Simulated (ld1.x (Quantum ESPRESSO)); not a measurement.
# cobalt: TM pseudisation with LDA (PZ), scalar-relativistic reference atom.

Co (Z = 27), norm-conserving Troullier–Martins (Kleinman–Bylander form), made with ld1.x (Quantum ESPRESSO) 7.5 (LDA (PZ), scalar-relativistic). Core [Ne] 3s2, reference 3p6 3d6 4s0 4p0 (charge +3). Waves: 3p (bound): rc 1.10 bohr; 3d (bound): rc 1.00 bohr; 4s (bound, empty): rc 2.00 bohr. Local part: the s channel. Core correction: none.

All-electron outer shells of the reference configuration (LDA (PZ), scalar-relativistic, ld1.x):

```tsv
shell	level (eV)	outermost node (bohr)	outermost maximum (bohr)
3s	-140.26	0.31	0.66
3p	-103.69	0.28	0.67
3d	-45.48	–	0.65
4s	-32.46	0.94	1.92
4p	-24.74	1.00	2.21
```

(1) Estimate the cutoffs (Ry, on a coarse ladder) from which the occupation-weighted sum of valence levels, in a spherical-Bessel basis at the reference potential, stays within 10 and 1 mRy of its value at 400 Ry.

(2) Does the potential have ghost states?

(3) Which valence shell sets the plane-wave cutoff?

(4) Tests: 3p6 3d7 4s2 4p0; 3p6 3d7 4s1 4p0; 3p6 3d7 4s0 4p0; 3p5 3d7 4s2 4p0; 3p6 3d7 4s0 4p1; 3p6 3d7.5 4s1.5 4p0; 3p6 3d5 4s0 4p0. Which has the largest error in its energy relative to the reference configuration, and how large is it?

## Answers

(1) 200 Ry and 300 Ry.

(2) No extra level below or beside the all-electron valence levels (p, d, s, f tested).

(3) 3d: its level needs 200 Ry to come within 1 mRy, against 80 Ry for 3p.

(4) 3p6 3d7 4s0 4p1, with -1474 meV (all-electron minus pseudo) on -47.82 eV.
